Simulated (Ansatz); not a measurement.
```yaml
crystal:
  periodic: [false, false, false]
  atoms:
    - {symbol: F, position_ang: [0.581602, -0.476617, -1.898046]}
    - {symbol: Ti, position_ang: [0.257547, -0.434835, -0.262046]}
    - {symbol: F, position_ang: [0.853736, -2.024244, 0.129677]}
    - {symbol: C, position_ang: [-1.664097, -0.709569, -1.207991]}
    - {symbol: C, position_ang: [-1.935277, 0.484355, -0.629737]}
    - {symbol: C, position_ang: [-1.694642, -0.062189, 0.734676]}
    - {symbol: C, position_ang: [-1.760888, -1.428082, 0.725002]}
    - {symbol: C, position_ang: [-1.632757, -1.745062, -0.602749]}
    - {symbol: C, position_ang: [0.483452, 1.589911, 0.486992]}
    - {symbol: C, position_ang: [1.535702, 1.705016, -0.616628]}
    - {symbol: C, position_ang: [2.434869, 0.599482, -0.384211]}
    - {symbol: C, position_ang: [2.284310, 0.254382, 1.033785]}
    - {symbol: C, position_ang: [0.952832, 0.822080, 1.429542]}
    - {symbol: H, position_ang: [-1.712802, -0.685008, -2.199472]}
    - {symbol: H, position_ang: [-1.862204, 1.421605, -0.723892]}
    - {symbol: H, position_ang: [-1.642105, 0.436430, 1.667301]}
    - {symbol: H, position_ang: [-1.316342, -1.999591, 1.726930]}
    - {symbol: H, position_ang: [-1.310440, -2.612471, -0.750599]}
    - {symbol: H, position_ang: [-0.114201, 2.441900, 0.601499]}
    - {symbol: H, position_ang: [1.405168, 1.984834, -1.599387]}
    - {symbol: H, position_ang: [3.012794, 0.228322, -0.870344]}
    - {symbol: H, position_ang: [2.465083, -0.445779, 1.475783]}
    - {symbol: H, position_ang: [0.611002, 0.761354, 2.269845]}
basis:
  gaussian: {orbitals: "6-31G*"}
hamiltonian: {xc: {name: r2SCAN0}}
relax: {f_tol: 0.001, max_steps: 2}
output: {forces: true}
```

```sh
$ ansatz run in.yaml --threads 11 --pin off --events-out ev --progress --plain --max-ram 174080MiB --backend cuda --devices 0, --max-vram 75GiB
```

How does Ansatz answer? (Estimate.)

The calculation gave: No converged result was reached.
```
Functional definition: r2SCAN0
2675 factors; integrals over basis functions are off by at most 3.9e-4 eV
mean field evaluation 1: about -39044.9182 eV, gradient 8.8e1 eV
mean field evaluation 2: about -38874.9177 eV, gradient 3.6e2 eV
mean field evaluation 4: about -39058.9955 eV, gradient 3.7e1 eV
mean field evaluation 8: about -39061.7505 eV, gradient 7.7e-1 eV
mean field evaluation 16: about -39061.8311 eV, gradient 9.0e-4 eV
mean field -39061.83113588 eV, -1435.4958171835 hartree, gradient 3.9e-5 eV, S^2 0.000000; 0 other end points of the search recorded, 0 dependent functions left out
reference -39061.83116131 eV, -1435.4958181181 hartree; 55, 55 occupied and 181, 181 virtual orbitals, 2675 factors
relax step   1: F+E_penalty+E_count = -39061.83113588 eV  Δ(F+E_penalty+E_count) = +0.000e0 eV  max|allowed force component| = 1.469e1 eV/Å  Δτ_max = 0.0000 Å  (33 SCF iters, accepted)
2675 factors; integrals over basis functions are off by at most 5.4e-4 eV
mean field -39071.64925579 eV, -1435.8566264351 hartree, gradient 9.9e-6 eV, S^2 0.000000; 0 other end points of the search recorded, 0 dependent functions left out
reference -39071.64928195 eV, -1435.8566273968 hartree; 55, 55 occupied and 181, 181 virtual orbitals, 2675 factors
relax step   2: F+E_penalty+E_count = -39071.64925579 eV  Δ(F+E_penalty+E_count) = -9.818e0 eV  max|allowed force component| = 4.468e0 eV/Å  Δτ_max = 0.1944 Å  (41 SCF iters, accepted)
Error: geometry relaxation did not converge after 2 steps: max|allowed force component| = 4.47e0 eV/Å (threshold 1.0e-3). Raise `relax.max_steps` over both its present limit and 2, loosen `relax.f_tol`, or start from a geometry closer to equilibrium. Where this run's directory can be resumed (`checkpoint.write`), a resume goes on for up to `relax.max_steps` more
```
